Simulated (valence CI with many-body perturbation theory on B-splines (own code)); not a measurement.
**E1 transitions of Te21+**

Method: valence CI with perturbative core correlation (CI+MBPT): three valence electrons over a frozen Dirac-Fock core [Ar] 3d10, radial functions for each j: 11 s, 11 p, 10 d, 8 f, 5 g, 2 h, with the one-electron correlation potential Σ1 (screened to all orders), the two-electron term Σ2, the three-electron term Σ3, Breit, model QED; selected single and double excitations, second order for the rest, scaled by the run's own slope (own B-spline code, finite nucleus).

No measured spectrum was set against this ion. As an estimate, levels hold to about 250 cm⁻¹ or 0.2 % of their energy and the worst to 1 %, as in measured heavy ions of charge 2 to 7; those with d or f electrons hold less well.

Lines 151 to 200 of 559 in falling wavelength, among levels below 2504300 cm⁻¹, chosen from the strongest by gf and those to the six lowest levels. Wavelengths and rates use the calculated energies, so an error of 2000 cm⁻¹ moves a line at 178.5 Å by 0.36 % and its rate by three times that or more. Electric multipoles are in the length gauge, E1 and E2 with the static RPA response of the core. Weak lines are less certain than strong ones. Lines between different terms over intervals too small for the method are left out, as are lines whose strength nearly cancels. Where a level lies close to another of its J and parity, the split of strength between their lines is uncertain. The highest levels of a list are the least certain.

Names give the largest LS component (configuration and term), which can be under half, so a name can repeat, a term be missing and a line seem to break the LS rules; names also repeat where a configuration has a term twice. Letters in brackets count levels of one name in rising energy.

```
λ vac (Å)                 Upper                 Lower   A (s⁻¹)  S (a.u.) with core polarisation  S without
    178.5         4p2 4d 4D_5/2      4s 4p 4d 4F°_5/2  1.77e+10                         2.99e-01   3.25e-01
    178.3         4s 4p2 2P_3/2        4s2 4p 2P°_3/2  1.02e+11                         1.14e+00   1.24e+00
    177.8  4s 4p 4d 2D°_5/2 [b]         4s2 4d 2D_5/2  6.06e+10                         1.01e+00   1.10e+00
    177.1           4p3 2D°_5/2         4s 4p2 4P_3/2  1.35e+08                         2.23e-03   2.40e-03
    174.5   4s 4p 4f 2G_7/2 [b]        4s2 4f 2F°_7/2  1.78e+10                         3.74e-01   4.05e-01
    174.3   4s 4p 4f 2G_7/2 [b]        4s2 4f 2F°_5/2  8.85e+10                         1.85e+00   2.00e+00
    173.9  4s 4p 4d 2P°_3/2 [a]         4s2 4d 2D_3/2  6.19e+10                         6.44e-01   6.99e-01
    173.3      4s 4p 4d 4F°_5/2         4s 4p2 2D_3/2  1.41e+08                         2.18e-03   2.44e-03
    170.8         4s 4d2 4F_9/2  4s 4p 4d 2F°_7/2 [b]  7.33e+09                         1.80e-01   1.97e-01
    170.5    4p 4d2 2G°_7/2 [b]         4s 4d2 4F_5/2  1.68e+10                         3.29e-01   3.55e-01
    169.4       4p2 4f 4G°_11/2       4s 4p 4f 4G_9/2  6.67e+09                         1.92e-01   2.07e-01
    168.8    4p 4d2 2F°_7/2 [a]     4p2 4d 2D_5/2 [a]  1.12e+10                         2.14e-01   2.33e-01
    168.5    4p 4d2 2G°_7/2 [b]       4s 4p 4f 2F_5/2  1.40e+10                         2.65e-01   2.85e-01
    166.5         4s 4d2 2G_9/2  4s 4p 4d 2F°_7/2 [b]  1.65e+10                         3.76e-01   4.12e-01
    163.6      4s 4p 4d 4F°_3/2         4s 4p2 4P_5/2  3.09e+08                         2.67e-03   2.88e-03
    163.5       4p3 2P°_3/2 [b]         4s 4p2 2D_3/2  3.42e+09                         2.95e-02   3.22e-02
    162.5  4s 4p 4d 2D°_3/2 [b]         4s 4p2 2P_3/2  1.96e+10                         1.66e-01   1.80e-01
    162.4    4p2 4f 2G°_9/2 [b]     4p2 4d 2F_7/2 [b]  1.38e+10                         2.91e-01   3.18e-01
    161.8     4p2 4d 2P_3/2 [a]           4p3 2D°_5/2  1.97e+10                         1.64e-01   1.78e-01
    161.3           4p3 2P°_1/2         4s 4p2 4P_3/2  7.23e+08                         3.00e-03   3.26e-03
    160.9         4s 4d2 2F_7/2  4s 4p 4d 2D°_5/2 [b]  1.36e+10                         2.24e-01   2.46e-01
    160.8      4s 4p 4d 4P°_5/2         4s 4p2 2D_3/2  1.32e+09                         1.62e-02   1.76e-02
    160.2        4p 4d2 4G°_9/2         4p2 4d 2G_7/2  1.35e+10                         2.75e-01   2.99e-01
    159.8         4s 4d2 2G_7/2  4s 4p 4d 2F°_5/2 [b]  3.23e+10                         5.20e-01   5.66e-01
    159.3         4s 4d2 2D_3/2  4s 4p 4d 2F°_5/2 [b]  2.16e+10                         1.73e-01   1.87e-01
    158.7      4s 4p 4d 4D°_3/2         4s 4p2 2D_3/2  1.19e+10                         9.43e-02   1.02e-01
    158.7           4p3 4S°_3/2         4s 4p2 4P_1/2  1.09e+10                         8.60e-02   9.35e-02
    158.3        4p 4d2 2H°_9/2     4p2 4d 4F_9/2 [a]  1.32e+10                         2.59e-01   2.79e-01
    158.3      4s 4p 4d 4F°_5/2         4s 4p2 4P_5/2  9.38e+09                         1.10e-01   1.19e-01
    158.2      4s 4p 4d 4D°_1/2         4s 4p2 2D_3/2  2.51e+08                         9.79e-04   1.04e-03
    158.0    4p 4d2 2G°_7/2 [b]     4p2 4d 2D_5/2 [e]  1.39e+10                         2.16e-01   2.34e-01
    157.7       4p 4d2 4G°_11/2     4p2 4d 4F_9/2 [b]  9.07e+09                         2.11e-01   2.30e-01
    157.6         4s 4d2 2D_5/2  4s 4p 4d 2F°_7/2 [b]  1.36e+10                         1.58e-01   1.71e-01
    155.7      4s 4p 4d 4F°_3/2         4s 4p2 4P_3/2  4.21e+09                         3.14e-02   3.39e-02
    155.3       4s 4p 4f 4G_9/2      4s 4p 4d 4F°_9/2  1.51e+10                         2.80e-01   3.03e-01
    154.8    4p 4d2 2F°_5/2 [a]         4p2 4d 2G_7/2  1.43e+10                         1.58e-01   1.71e-01
    154.6         4s 4d2 2G_7/2  4s 4p 4d 2F°_7/2 [a]  1.07e+10                         1.56e-01   1.69e-01
    153.4    4p 4d2 4D°_5/2 [a]         4p2 4d 4P_3/2  1.57e+10                         1.68e-01   1.82e-01
    153.0         4p2 4d 4F_5/2       4p3 2P°_3/2 [a]  1.79e+10                         1.89e-01   2.04e-01
    152.7    4p 4d2 4D°_7/2 [b]     4p2 4d 2F_7/2 [b]  1.64e+10                         2.31e-01   2.49e-01
    152.6  4s 4p 4d 2D°_3/2 [a]         4s 4p2 2P_1/2  4.64e+10                         3.26e-01   3.52e-01
    152.3      4s 4p 4d 4D°_7/2         4s 4p2 2D_5/2  1.59e+10                         2.22e-01   2.39e-01
    152.2    4p2 4f 2G°_9/2 [b]     4p2 4d 4F_9/2 [b]  1.07e+10                         1.86e-01   2.02e-01
    151.4        4p 4d2 2H°_9/2     4p2 4d 2F_7/2 [a]  1.75e+10                         3.00e-01   3.26e-01
    151.0         4s 4d2 2D_3/2  4s 4p 4d 2D°_3/2 [b]  3.02e+10                         2.05e-01   2.21e-01
    150.9      4s 4p 4d 4F°_5/2         4s 4p2 4P_3/2  5.26e+09                         5.35e-02   5.76e-02
    150.8         4p2 4d 4D_3/2           4p3 4S°_3/2  3.51e+10                         2.38e-01   2.57e-01
    150.6    4p 4d2 4G°_7/2 [b]         4p2 4d 2F_5/2  1.11e+10                         1.50e-01   1.63e-01
    150.5         4s 4p2 2S_1/2        4s2 4p 2P°_1/2  4.29e+09                         1.44e-02   1.57e-02
    150.4         4s 4d2 2F_5/2  4s 4p 4d 2F°_5/2 [b]  5.80e+10                         5.84e-01   6.30e-01
```
